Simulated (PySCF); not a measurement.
# Partial charges of `CC/C=P\N(CC)CC`

C₇H₁₆NP.
SMILES with atom numbers: `[CH3:1][CH2:2]/[CH:3]=[P:4]\[N:5]([CH2:6][CH3:7])[CH2:8][CH3:9]` (hydrogens: H10, H11, H12 on C1; H13, H14 on C2; H15 on C3; H16, H17 on C6; H18, H19, H20 on C7; H21, H22 on C8; H23, H24, H25 on C9)

Geometry (GFN2-xTB, Å), atoms numbered from 1 in this order:
```xyz
25
C7H16NP angstrom
C      2.818   -1.253   -0.396
C      2.094   -0.247    0.501
C      1.851    1.050   -0.192
P      0.409    1.750   -0.672
N     -0.760    0.551   -0.209
C     -0.938   -0.551   -1.145
C     -1.245   -1.874   -0.447
C     -2.019    1.090    0.289
C     -1.772    2.043    1.448
H      3.016   -2.173    0.150
H      3.766   -0.844   -0.739
H      2.215   -1.493   -1.268
H      2.715   -0.057    1.382
H      1.143   -0.661    0.836
H      2.736    1.620   -0.448
H     -1.742   -0.328   -1.862
H     -0.009   -0.660   -1.711
H     -0.464   -2.118    0.267
H     -2.195   -1.834    0.078
H     -1.298   -2.667   -1.190
H     -2.622    0.248    0.638
H     -2.589    1.601   -0.502
H     -1.221    2.919    1.107
H     -1.184    1.545    2.216
H     -2.717    2.368    1.877
```

Density: PBE0/pcSseg-1 (PySCF); schemes: Mulliken, IAO, Hirshfeld and ESP-fitted. The structure is a single GFN2-xTB conformer in the gas phase; no vibrational or solvent corrections.

**Question.** Atoms with like bonding are taken together and averaged. At which atom do the 4 schemes differ most?

**Answer.** At N5: from -0.747 (Mulliken) to -0.030 e (ESP-fitted), 0.717 e apart.

**Question.** For which atoms does the sign change between the 4 schemes (beyond +0.03 e in one, beyond −0.03 e in another)?

**Answer.** C2, P4 and C6/C8.

**Question.** Do the Mulliken, IAO, Hirshfeld and ESP-fitted schemes agree on where the charge is lowest?

**Answer.** The schemes don't all agree: Mulliken N5 (-0.747); IAO N5 (-0.455); Hirshfeld N5 and C7/C9 (-0.124); ESP-fitted C7/C9 (-0.479).

**Question.** What partial charge does each atom carry?

**Answer.** In e; atoms taken as equivalent share a row and are averaged (×n: the atom named and its like, n in all):

```json
{"atom": "C1", "environment": "methyl carbon", "Mulliken": "-0.281", "IAO": "-0.409", "Hirshfeld": "-0.115", "ESP-fitted": "-0.406"}
{"atom": "C2", "environment": "chain CH2 carbon", "Mulliken": "-0.226", "IAO": "-0.254", "Hirshfeld": "-0.071", "ESP-fitted": "+0.269"}
{"atom": "C3", "environment": "carbon bonded to C, P and H", "Mulliken": "-0.435", "IAO": "-0.403", "Hirshfeld": "-0.102", "ESP-fitted": "-0.283"}
{"atom": "P4", "environment": "phosphorus bonded to C and N", "Mulliken": "+0.431", "IAO": "+0.451", "Hirshfeld": "+0.131", "ESP-fitted": "-0.203"}
{"atom": "N5", "environment": "nitrogen bonded to 2 C and P", "Mulliken": "-0.747", "IAO": "-0.455", "Hirshfeld": "-0.124", "ESP-fitted": "-0.030"}
{"atom": "C6/C8", "environment": "sp3 carbon bound to nitrogen", "Mulliken": "-0.058", "IAO": "-0.143", "Hirshfeld": "-0.027", "ESP-fitted": "+0.134"}
{"atom": "C7/C9", "environment": "methyl carbon", "Mulliken": "-0.273", "IAO": "-0.420", "Hirshfeld": "-0.124", "ESP-fitted": "-0.479"}
{"atom": "H10/H11/H12", "environment": "methyl hydrogen", "Mulliken": "+0.114", "IAO": "+0.138", "Hirshfeld": "+0.039", "ESP-fitted": "+0.104"}
{"atom": "H13/H14", "environment": "methylene hydrogen", "Mulliken": "+0.138", "IAO": "+0.144", "Hirshfeld": "+0.037", "ESP-fitted": "-0.027"}
{"atom": "H15", "environment": "hydrogen on C3", "Mulliken": "+0.137", "IAO": "+0.156", "Hirshfeld": "+0.037", "ESP-fitted": "+0.182"}
{"atom": "H16/H17/H21/H22", "environment": "methylene hydrogen", "Mulliken": "+0.114", "IAO": "+0.122", "Hirshfeld": "+0.031", "ESP-fitted": "+0.031"}
{"atom": "H18 (×6)", "environment": "methyl hydrogen", "Mulliken": "+0.118", "IAO": "+0.142", "Hirshfeld": "+0.039", "ESP-fitted": "+0.131"}
```

Mean size of the charges over all atoms: IAO 0.212 e, Mulliken 0.188 e, ESP-fitted 0.155 e, Hirshfeld 0.057 e. Each set sums to the total charge, 0, to within 0.001 e. The ESP scheme is a least-squares fit of atom-centred charges to the potential on four shells outside the van der Waals surface, with the total charge fixed.

Some averages cover members that differ in this geometry: C7/C9, ESP-fitted -0.586 to -0.373; C6/C8, ESP-fitted +0.097 to +0.170; H18 (×6), ESP-fitted +0.095 to +0.160; H16/H17/H21/H22, ESP-fitted +0.001 to +0.063 e.

**Question.** How many electrons does the Mulliken scheme count on C9?

**Answer.** Its own charge is -0.283 e, so Z − q = 6.283.

**Question.** How closely do the schemes follow one another over all atoms?

**Answer.** Correlation coefficient and root-mean-square difference: IAO with Hirshfeld 1.00, 0.178 e; Mulliken with IAO 0.94, 0.082 e; Mulliken with Hirshfeld 0.94, 0.179 e; Hirshfeld with ESP-fitted 0.56, 0.177 e; IAO with ESP-fitted 0.55, 0.218 e; Mulliken with ESP-fitted 0.41, 0.244 e.

These values come from a run that also computed NMR shieldings. Cost: about 2.6 min of CPU time on one thread; the machine was shared, so the figure is rough.
